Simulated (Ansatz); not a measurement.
The first iterations of a band of ClF$_{2}$Si (4 atoms, charge 0, multiplicity 2).

All numbers below come from Ansatz, UKS PBE0-D4/def2-SVP.

```yaml
movable_images: 7
climbing_image: yes
spring: 5.0 eV/Å²
optimiser: quadratic models (default)
start_path: IDPP
force_threshold: 0.05 eV/Å
iteration_limit: 60
end_points: relaxed
```

First end point:

```xyz
4
Properties=species:S:1:pos:R:3
F 1.326 0.134 0.809
Si 0.224 -0.319 -0.277
F -0.887 -1.172 0.522
Cl -0.664 1.357 -1.055
```

Last end point:

```xyz
4
Properties=species:S:1:pos:R:3
F 1.365 0.082 0.750
Si -0.192 0.245 0.363
F -0.848 -1.224 0.463
Cl -0.325 0.897 -1.576
```

| iteration | highest image above the first end (eV) | largest band force component (eV/Å) |
| --- | --- | --- |
| 1 | 1.880 | 2.447 |
| 2 | 1.534 | 1.030 |
| 3 | 1.476 | 0.457 |

Question: Does the band converge within its limit, and where does its top end?

Answer: It converged. It ended after 9 iterations with the highest image 1.435 eV above the first end. A vibrational analysis at the climbing image gives 2 clearly imaginary modes (671i, 148i cm⁻¹): a point of higher order, so a lower path passes nearby.

Run time: 2.7 min on 1 thread of Arm Neoverse V2, on a shared host, peak memory 0.16 GiB.
